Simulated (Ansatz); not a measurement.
ClGaH2 (SMILES [Cl][GaH2]) moved off its minimum; all values from Ansatz (a first-principles code), cores frozen in correlated methods.
(charge 0, multiplicity 1)
```xyz
4

Ga    -0.00491    -0.16264    -0.66699
H     -1.28324    -0.40123    -1.31846
H      1.13696    -0.58744    -1.38791
Cl     0.14488     0.39384     1.41075
```

| level | largest force (eV/Å) | on atom | rms difference from CCSD(T)/def2-TZVPPD (eV/Å) | dipole (D) |
|---|---|---|---|---|
| HF/def2-TZVPP | 3.30 | H3 | 0.078 | 1.94 |
| PBE/def2-TZVPP | 3.04 | H3 | 0.174 | 1.60 |
| r2SCAN/def2-TZVPP | 2.84 | H3 | 0.275 | 1.70 |
| B3LYP/def2-TZVPP | 2.98 | H3 | 0.216 | 1.71 |
| wB97M-V/def2-TZVPP | 2.87 | H3 | 0.259 | 1.77 |
| MP2/def2-TZVPPD | 3.34 | H3 | 0.047 | 1.81 |
| CCSD(T)/def2-TZVPPD | 3.42 | H3 | 0.000 | 1.78 |

The differences count from one level among others, with limits of its own. Forces at CCSD(T)/def2-TZVPPD (eV/Å):

| atom | Fx | Fy | Fz |
|---|---|---|---|
| Ga1 | -0.664 | 0.572 | 2.131 |
| H2 | -2.343 | -0.025 | -0.739 |
| H3 | 3.025 | -0.692 | -1.440 |
| Cl4 | -0.018 | 0.144 | 0.048 |
